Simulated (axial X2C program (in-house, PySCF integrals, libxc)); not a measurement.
**Curves of ZrI from open-shell CI on d2 s1 p(π)0**

Computed with an in-house all-electron X2C program for linear molecules (integrals from PySCF): two-component X2C with atomic mean-field Coulomb and Gaunt terms, basis Zr dyall-v3z, I dyall-v3z (cores contracted in-house). Orbitals come from Hartree–Fock averaged over the configuration Zr d2 s1 p(π)0; CI then distributes these electrons over the d, s, p(π) shells of Zr.

Scan along the bond; masses Zr 89.905 u, I 126.904 u. Energies in cm⁻¹ from the lowest point; levels are followed by energy order within each Ω. Lowest level at 2.887 Å: 97% d2 s1.

```
R (Å)  (1)Ω=3/2  (1)Ω=5/2  (1)Ω=7/2  (1)Ω=9/2  (1)Ω=1/2
2.685      1065      1418      1783      2160      2285
2.786       159       509       872      1248      1343
2.887         0       345       705      1080      1141
3.002       456       795      1152      1523      1545
3.118      1379      1714      2066      2435      2413
3.248      2761      3090      3438      3805      3731
3.407      4723      5046      5390      5756      5614
```

(1) Fit the curves (1)Ω=3/2, (1)Ω=5/2, (1)Ω=7/2, (1)Ω=9/2, (1)Ω=1/2 near their minima.

The 5 lowest curves are shown; the next is (2)Ω=3/2, from 1306 cm⁻¹.

There is no dynamic correlation: spin–orbit spacings and, for f shells, spacings inside one term are the most reliable numbers, splittings between terms come out too wide, and energies between configurations are not reliable, so the lowest level need not be the ground state of the molecule. For d shells the ligand-field splittings (σ, π, δ) and their order can be off by a thousand cm⁻¹ or more. At most 4 roots were kept for each Ω > 0 (twice that for Ω = 0) within 3.2 eV of the lowest, so higher up levels can be missing between those listed; levels with Ω > 0 are doubly degenerate and listed once, Ω = 0 levels singly. States that fill the shells left empty in the average are placed too high.

Results:

(1) From the open-shell CI curves, Te from the lowest:

| level | Te (cm⁻¹) | Re (Å) | ωe (cm⁻¹) |
| --- | --- | --- | --- |
| (1)Ω=3/2 | 0 | 2.862 | 189.9 |
| (1)Ω=5/2 | 346 | 2.863 | 189.6 |
| (1)Ω=7/2 | 707 | 2.863 | 189.3 |
| (1)Ω=9/2 | 1082 | 2.864 | 189.1 |
| (1)Ω=1/2 | 1150 | 2.870 | 186.8 |

Without dynamic correlation distances can be off by several hundredths of an Å (long for ionic bonds, short for multiple bonds) and the wavenumbers are rough.
